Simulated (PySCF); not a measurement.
**Mo⁺: excitation energy**

Mo⁺ [Kr] 4d5 (6S) → Mo⁺ [Kr] 4d4 5s1 (6D), as a difference of total energies. Calculation: PySCF 2.14, in x2c-TZVPPall with one added diffuse shell each of s, p, d, f type (9s7p7d3f1g, 95 functions); the spin-free X2C one-electron Hamiltonian (Gaussian nucleus). Correlated levels: valence: [Kr] frozen. The calculations carry no spin-orbit coupling.

| method | excitation energy (eV) |
| --- | --- |
| UHF | 1.413 |
| MP2 (valence) | 1.628 |
| SCS-MP2 (valence) | 1.485 |
| CCSD (valence) | 1.621 |
| CCSD(T) (valence) | 1.625 |

**Question.** How much does correlation contribute at CCSD(T) (valence)?

**Answer.** 1.625 − (1.413) = 0.212 eV, measured against UHF.

Errors of the correlated levels include the incompleteness of this basis and the frozen core.

For comparison: 1.587 eV (measured; NIST levels, between the centres of gravity of the two terms).
